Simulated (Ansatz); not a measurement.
silicon dioxide molecule (O2Si), SMILES O=[Si]=O.

Coordinates come from a ωB97X-D3(BJ)/def2-TZVP optimisation.

Two levels are set side by side: PBE/def2-TZVPD (Ansatz, an electronic-structure program) and PBE0/def2-TZVPD (Ansatz). Energy differences of separate SCF runs at the same geometry; the states with an electron removed or added have multiplicity 2 and 2. Differences are taken from unrounded values.

```
quantity                            PBE0
---------------------------------  -----
vertical ionisation energy (eV)    12.53
vertical electron affinity (eV)     1.54
vertical singlet–triplet gap (eV)   3.85
```

**Question.** What does PBE give, and how far is it from PBE0? (An estimate is asked for; the answer gives what the named calculation found.)

**Answer.** 
| quantity | PBE | PBE minus PBE0 |
|---|---|---|
| vertical ionisation energy (eV) | 12.34 | -0.19 |
| vertical electron affinity (eV) | 1.52 | -0.02 |
| vertical singlet–triplet gap (eV) | 3.70 | -0.16 |
